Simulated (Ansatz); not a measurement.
Molecule: sum formula H5BN2O (charge 0, singlet). 
Coordinates optimised at B3LYP-D3(BJ)/def2-TZVP (Ansatz, a program for electronic structure):
```
B
O 1 1.3876
H 2 0.9591 1 114.34
N 1 1.4179 2 116.31 3 -180.00
H 4 1.0026 1 124.43 2 -180.00
H 4 1.0039 5 114.43 1 -180.00
N 1 1.4254 2 121.90 3 0.00
H 7 1.0036 1 123.69 2 0.00
H 7 1.0039 8 113.21 1 -180.00
```
Charge 0, spin multiplicity 1.

Basis-set convergence of Hartree-Fock and CCSD correlation energies (hartree) with Ansatz. Correlated levels leave the core frozen unless marked. Spin-orbit coupling is left out. No relativistic terms.

```csv
basis,functions,E(HF),"E(corr, CCSD)"
cc-pVDZ,81,-211.51298,-0.64055
cc-pVTZ,190,-211.58735,-0.78966
cc-pVQZ,370,-211.60461,-0.83821
```

Extrapolating the two largest sets (X = 3 and 4) as X^-3: E(corr) = (64·(-0.83821) - 27·(-0.78966))/37 = -0.8736 Eh, an estimate of the basis-set limit. The largest set recovers 95.9 % of it, the smallest 73.3 %.
